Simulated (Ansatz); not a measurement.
Cartesian coordinates in Å:
```
Zn -0.911 -0.667 -2.177
Si 0.270 0.621 -0.607
Si 0.059 0.167 1.621
Te 1.977 -0.937 0.489
H -1.653 -1.606 -3.159
H 0.859 1.956 -0.905
H 0.414 1.196 2.627
H -1.014 -0.732 2.111
```

Total charge 0; spin multiplicity 1. Te takes the def2 core potential.

**Question.** List the r2SCAN/def2-TZVPP orbital energies in eV (Ansatz). (An estimate is asked.)

**Answer.** The calculation gave: Occupied: -9435.53, -1791.55, -1791.33, -1144.91, -1007.51, -1007.51, -1007.45, -168.42, -141.97, -141.77, -130.78, -117.56, -117.50, -117.34, -96.88, -96.81, -96.79, -96.68, -96.60, -96.57, -86.57, -86.56, -86.41, -41.40, -41.40, -41.24, -41.19, -41.16, -16.81, -13.37, -12.97, -12.37, -12.37, -12.33, -12.31, -12.10, -9.50, -9.01, -8.77, -7.55, -6.75, -6.41, -5.54. Lowest empty: -2.11, -1.91, -1.18, -0.94, -0.43, -0.24, 0.58, 1.23.
